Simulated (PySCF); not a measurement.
## Excitation energy of Se+ by level of theory

Se+ [Ar] 3d10 4s2 4p3 (4S) → Se+ [Ar] 3d10 4s2 4p2 4d1 (high-spin determinant), as a difference of total energies. Calculation: PySCF 2.14, in aug-cc-pVTZ-DK; scalar relativity by spin-free X2C-1e. Correlated levels: valence: [Ar] 3d10 frozen. The calculations carry no spin-orbit coupling.

```tsv
method	excitation energy (eV)
UHF	13.586
LDA	12.947
PBE	12.791
PBE0	13.102
r2SCAN	13.400
wB97X	13.379
HSE06	13.061
B2PLYP	13.148
M06-2X	13.299
MP2 (valence)	13.470
SCS-MP2 (valence)	13.442
```

**Question.** How much does correlation contribute at MP2 (valence)?

**Answer.** 13.470 − (13.586) = -0.116 eV, measured against UHF.

A first-order spin-orbit estimate (lowest level to lowest level, LS coupling) adds -0.188 eV.

The promoted electron is Rydberg-like, and one or two diffuse shells describe it only roughly, which tends to raise the upper state.

The determinant of the upper state mixes LS terms, which raises its energy above the lowest term, most at the Hartree-Fock and MP2 levels.
